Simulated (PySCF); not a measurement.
Job for PySCF: R-HF/3-21G on FHSe (SMILES F[SeH]), a point of a bond scan (R = 2.217 Å).

```python
from pyscf import gto, scf, dft, mp
from pyscf.data.elements import chemcore

mol = gto.M(
    atom='''
    Se   -0.11560586   -0.22336041    0.25952766
    H    -1.29156518   -1.32082119   -1.26600533
    F     0.53668645    0.94991721   -0.89627180
    ''',
    basis='3-21g',
    charge=0, spin=0, verbose=3, max_memory=1800)
mf = scf.RHF(mol)
mf.conv_tol = 1e-8
mf.max_cycle = 100
mf.kernel()
if not mf.converged:
    mf = mf.newton().run(mf.mo_coeff, mf.mo_occ)
```

Program output:

```
converged SCF energy = -2487.83127855712
```

Self-consistency was reached.

Cost: about 0.20 core-seconds (a rough figure).
